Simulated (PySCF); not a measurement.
## Structure revision by computed shifts

A compound C₅H₉NO₂Si gives the data below (simulated from a calculation) and was assigned the structure `C=C1O[Si@@H](N)C=C[C@@H]1O`.

13C{1H} NMR (computed): δ 123.4 (CH, 2C), 117.0 (CH, 2C), 52.0 (CH3).

1H NMR (400 MHz, computed): δ 6.67 (m, 2H), 6.56 (m, 2H), 5.23 (s, 1H), 4.10 (s, 3H), 2.38 (br s, 1H).

- structure optimised with GFN2-xTB
- shielding tensors at PBE0/pcSseg-1 (GIAO)
- program: PySCF
- no solvent model, one conformer, equivalent nuclei averaged, non-relativistic Hamiltonian

Shifts are taken against calculated references (same method and geometry level): 1H (σ = 31.72 ppm) and 13C (σ = 186.93 ppm) against TMS.

Problem. Compare with the shifts computed for the proposed structure, pairing carbons in order of shift.

Solution. Numbering as in the mapped SMILES `[CH2:1]=[C:2]1[O:3][Si@@H:4]([NH2:5])[CH:6]=[CH:7][C@@H:8]1[OH:9]`. Each H is labelled by its parent atom.

| atom | computed for proposal | given list | difference |
| --- | --- | --- | --- |
| C2 | 161.5 | 123.4 | +38.1 |
| C7 | 158.2 | 123.4 | +34.8 |
| C6 | 147.9 | 117.0 | +30.9 |
| C1 | 97.5 | 117.0 | -19.5 |
| C8 | 73.3 | 52.0 | +21.3 |

The rms difference is 29.8 ppm and the largest +38.1 ppm at C2 (alkene carbon bearing oxygen). The proposal also would give 5 carbon signals, not 3. The carbon types in order of shift don't match either: C, CH, CH, CH2, CH for the proposal against CH, CH, CH, CH, CH3 in the data. The proposal doesn't fit.

Problem. Which isomer fits?

Solution. `CO[Si@H](O)n1cccc1`.

Carbon types of the structure: 4 × CH, 1 × CH3, leaving 2 H on heteroatoms. δC 123.4: aromatic CH next to a ring nitrogen. δC 117.0: aromatic CH. δH 6.56: hydrogen on an aromatic CH; ring-current deshielding. δH 4.10: hydrogen on a methyl carbon bonded to O; its carbon carries O, hence the downfield position.

Other isomers checked: COCc1cnoc1[SiH3] (rms 33.5 ppm).

The data come from this structure; uniqueness wasn't tested.

OH/NH shifts are gas-phase values; hydrogen bonding in solution moves them, usually downfield. Shifts are as computed. Against solution values, carbons near 30 ppm lie about +3 ppm off and those near 130 ppm about +5 ppm. Of 1211 compounds with measured shifts, 218 miss one by over three times the rms of a fit or turn the order of signals round; such compounds aren't used in these exercises. No couplings were computed; multiplicities are counted from neighbouring protons, with m where these are inequivalent, close in shift, in a saturated or five-membered ring or joined by F or P, and br s for small geminal =CH2 splittings.
